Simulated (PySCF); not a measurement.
SMILES C[CH2][Ge]([CH3])([CH3])[Cl], GFN2-xTB optimised geometry.

```
17

C     -2.13    -1.16    -1.69
C     -0.61    -1.14    -1.67
Ge     0.14    -0.30     0.00
C      2.14    -0.30     0.00
C     -0.60    -1.09     1.67
Cl    -0.46     1.75     0.00
H     -2.50    -1.59    -2.62
H     -2.53    -0.15    -1.60
H     -2.52    -1.75    -0.87
H     -0.23    -0.58    -2.53
H     -0.22    -2.15    -1.75
H      2.52    -1.32     0.03
H      2.51     0.24     0.87
H      2.52     0.19    -0.89
H     -1.67    -0.94     1.73
H     -0.40    -2.16     1.71
H     -0.14    -0.62     2.54
```

Density from PBE0/def2-SVP in PySCF at that geometry.

Minimum of the electron density along straight lines between bonded atoms, close to the bond critical point (lines longer than 1.1 times the sum of covalent radii, or with two minima, are not listed):

```csv
bond,length / Å,ρ at the minimum / e bohr⁻³,∇²ρ there / e bohr⁻⁵,position (fraction from the first atom)
C1–C2,1.522,0.241,…,0.50
C2–Ge3,2.013,0.120,…,0.53
Ge3–C4,1.996,0.121,0.02,0.47
Ge3–C5,1.995,0.121,0.02,0.47
Ge3–Cl6,2.136,0.100,…,0.44
C1–H7,1.089,0.275,-1.00,0.62
C1–H8,1.088,0.277,-1.02,0.63
C1–H9,1.088,0.276,-1.00,0.62
C2–H10,1.091,0.273,-0.98,0.63
C2–H11,1.090,0.273,-0.97,0.62
C4–H12,1.085,0.273,-0.98,0.62
C4–H13,1.086,0.273,-0.99,0.63
C4–H14,1.086,0.273,-0.99,0.63
C5–H15,1.086,0.273,-0.99,0.63
C5–H16,1.085,0.273,-0.98,0.63
C5–H17,1.086,0.273,-0.99,0.63
```

**Question.** What belongs in the gaps?

**Answer.** 
- C1–C2, ∇²ρ there / e bohr⁻⁵: -0.54
- C2–Ge3, ∇²ρ there / e bohr⁻⁵: 0.00
- Ge3–Cl6, ∇²ρ there / e bohr⁻⁵: 0.17
